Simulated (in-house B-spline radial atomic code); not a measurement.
Atomic self-consistent-field run: Ba7+ (an excited or competing configuration). Method: Dirac-Hartree-Fock, average of configuration, Fermi nucleus of rms radius 4.8378 fm. Calculated with a radial B-spline atomic code at the basis-set limit.

Command:
```bash
python run_scf.py task.json out
```
Settings (nuclear radius in fm, mass in u):
```
Z                56
configuration    [Kr] 4d9 5s2 5p1 9g1
hamiltonian      dirac
method           hf
spin_polarised   False
nucleus          fermi
rms_radius       4.8378
atomic_mass      137.90525
speed_of_light   137.035999084
```

Output (hartree, bohr):
```
 radial grid: 76 intervals, B-splines of order 8, outer radius 47.9221 bohr

 iter        energy (Eh)    residual
    1       -8087.505814    1.32e+00
    2       -8112.771697    5.76e-01
    3       -8117.195780    1.81e-01
    4       -8117.649406    6.24e-02
    5       -8117.696177    1.99e-02
    6       -8117.703034    1.26e-03
    7       -8117.703063    3.44e-04
    8       -8117.703064    2.64e-05
    9       -8117.703064    6.63e-07
   10       -8117.703064    3.56e-08

 total energy                     -8117.70306
 kinetic                            8666.4228
 electron-nucleus                 -19545.3248
 electron-electron                  2761.1989

 first-order corrections (not in the total)
   Gaunt                             7.3015
   retardation                      -0.7574
   frequency dependence             -0.0783
   self-energy                       5.0038
   Uehling                          -0.7154
   Wichmann-Kroll                    0.0180
   recoil                            0.0215

 orbital      occ     eigenvalue          <r>       <r^2>       <1/r>       <r^4>       r_max    small
 1s1/2      2.000     -1388.1652    0.0255745 0.000888153     60.6982   2.076e-06     0.01643  4.28e-02
 2s1/2      2.000      -226.8741     0.109153   0.0141181     14.2744 0.000345154     0.09291  9.27e-03
 2p1/2      2.000      -213.3867    0.0920223   0.0104316     14.2161  0.00022029     0.07115  9.26e-03
 2p3/2      4.000      -199.3070    0.0979717   0.0116947     12.9829 0.000269987     0.07619  8.74e-03
 3s1/2      2.000       -52.8714     0.290078   0.0962736     5.15021   0.0140693      0.2656  2.83e-03
 3p1/2      2.000       -47.1732      0.28049   0.0914035     5.05033   0.0132833      0.2528  2.75e-03
 3p3/2      4.000       -44.3801     0.292046   0.0988944     4.74795   0.0154798      0.2636  2.62e-03
 3d3/2      4.000       -34.5225     0.263606   0.0820434      4.5924   0.0121915      0.2132  2.48e-03
 3d5/2      6.000       -33.9356     0.267274   0.0842012     4.51483   0.0127875      0.2163  2.44e-03
 4s1/2      2.000       -14.2694     0.667605    0.501604     2.10853     0.36268      0.6219  8.41e-04
 4p1/2      2.000       -12.0740      0.69052    0.540625     2.00186    0.432843      0.6347  7.77e-04
 4p3/2      4.000       -11.4740     0.714584    0.578662       1.911      0.4952      0.6571  7.39e-04
 4d3/2      3.600        -7.8824     0.770338    0.683543     1.70941    0.737057      0.6832  6.14e-04
 4d5/2      5.400        -7.7774     0.779149    0.698978     1.68557    0.769932       0.691  6.03e-04
 5s1/2      2.000        -4.8040      1.46191     2.37408    0.909057     7.78987       1.379  2.30e-04
 5p1/2      0.333        -4.2243      1.56398     2.72284    0.845108     10.3046       1.473  2.06e-04
 5p3/2      0.667        -4.1025      1.60731     2.87379    0.816885     11.4431       1.517  1.98e-04
 9g7/2      0.444        -0.4023       13.619      209.73    0.103703     57825.7       15.74  1.17e-05
 9g9/2      0.556        -0.4023      13.6184     209.711     0.10371       57815       15.74  1.17e-05
```

Cost of the run: 1.8 s on 1 thread of Arm Neoverse V1, on a shared host.

For the Dirac Hamiltonian the kinetic term is c α·p + (β - 1)c².
